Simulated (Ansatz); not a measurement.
Ansatz (a first-principles code) input (B3LYP-D3(BJ)/def2-TZVP):

Ansatz 0.2 input:
```yaml
crystal:
  periodic: [false, false, false]
  atoms:
    - {symbol: Si, position_ang: [-0.23999707, -0.30542459, -0.58843806]}
    - {symbol: N, position_ang: [-1.41442868, 0.22024569, 0.55310185]}
    - {symbol: Si, position_ang: [-3.13960832, 0.08948382, 0.47570397]}
    - {symbol: O, position_ang: [1.16984737, 0.19443725, 0.03726138]}
    - {symbol: Si, position_ang: [2.76715897, 0.40193695, -0.05494478]}
    - {symbol: H, position_ang: [-0.19754380, -1.76402278, -0.68477075]}
    - {symbol: H, position_ang: [-0.43517844, 0.33582375, -1.88732782]}
    - {symbol: H, position_ang: [-1.04628698, 0.69521054, 1.36195248]}
    - {symbol: H, position_ang: [-3.46923276, -0.71227952, -0.69392609]}
    - {symbol: H, position_ang: [-3.62290711, -0.45065445, 1.74542464]}
    - {symbol: H, position_ang: [3.11371183, 0.99158577, 1.23519650]}
    - {symbol: H, position_ang: [3.05248678, 1.29632041, -1.17594442]}
    - {symbol: H, position_ang: [3.39555558, -0.90212089, -0.26282435]}
basis:
  gaussian:
    orbitals: def2-TZVP
hamiltonian:
  xc: b3lyp
  dispersion: d3bj
magnetization: {spin_polarized: true, initial_magnetization: 1}
relax: {f_tol: 0.002, max_steps: 150}
```

End of the output:

```
1.30 GiB of device memory are held for the factors and their scratch space
mean field: 1.37 GiB planned
mean field -27306.78710866 eV, -1003.5059170383 hartree, gradient 8.8e-5 eV, S^2 0.752095; 0 other end points of the search recorded, 0 dependent functions left out
the calculation of the forces begins
reference -27306.78743935 eV, -1003.5059291907 hartree; 33, 32 occupied and 188, 189 virtual orbitals, 1441 factors
relax step  89: F+E_penalty+E_count = -27307.40044901 eV  Δ(F+E_penalty+E_count) = -3.323e-6 eV  max|allowed force component| = 1.797e-3 eV/Å  Δτ_max = 0.0025 Å  (23 SCF iters, accepted)
integrals: 0.17 GiB planned
1441 factors; their error is unknown
0.29 GiB of the device are held for the grids
1.30 GiB of device memory are held for the factors and their scratch space
mean field: 1.37 GiB planned
mean field evaluation 640: about -27306.7871 eV, gradient 1.2e-4 eV
mean field -27306.78710866 eV, -1003.5059170383 hartree, gradient 8.8e-5 eV, S^2 0.752095; 1 other end points of the search recorded, 0 dependent functions left out
the calculation of the forces begins
reference -27306.78743935 eV, -1003.5059291907 hartree; 33, 32 occupied and 188, 189 virtual orbitals, 1441 factors
Total energy: -27307.40077970 eV, -1003.5284690328 hartree
Atom 0 at    -0.210869    -1.044593    -0.832556 Å, force     0.000975    -0.000832    -0.000117 eV/Å
Atom 1 at    -1.102470    -0.731001     0.614772 Å, force    -0.000082    -0.001150     0.000411 eV/Å
Atom 2 at    -2.012778     0.685517     1.044996 Å, force    -0.001256     0.001797     0.000335 eV/Å
Atom 3 at     1.310299    -0.435019    -0.789920 Å, force    -0.000385     0.000915    -0.000017 eV/Å
Atom 4 at     2.185076     0.795621    -0.146787 Å, force    -0.000625    -0.000101    -0.000460 eV/Å
Atom 5 at    -0.084600    -2.505324    -1.000832 Å, force    -0.000227    -0.000236    -0.000273 eV/Å
Atom 6 at    -0.941873    -0.408512    -1.945128 Å, force    -0.000025     0.000287     0.000138 eV/Å
Atom 7 at    -0.944098    -1.384629     1.371696 Å, force     0.000318    -0.000212    -0.000143 eV/Å
Atom 8 at    -2.418975     1.336983    -0.228621 Å, force     0.000546    -0.000019    -0.000291 eV/Å
Atom 9 at    -3.209392     0.283898     1.839523 Å, force     0.000010    -0.000302     0.000184 eV/Å
Atom 10 at     1.419934     2.063346    -0.215718 Å, force    -0.000136     0.000168    -0.000295 eV/Å
Atom 11 at     3.437205     0.927315    -0.920881 Å, force     0.000340    -0.000194     0.000345 eV/Å
Atom 12 at     2.506117     0.506941     1.269922 Å, force     0.000549    -0.000122     0.000182 eV/Å
Dipole moment:     0.002397    -0.122824     0.164664 e Å
```

It need not be the lowest isomer of its formula.
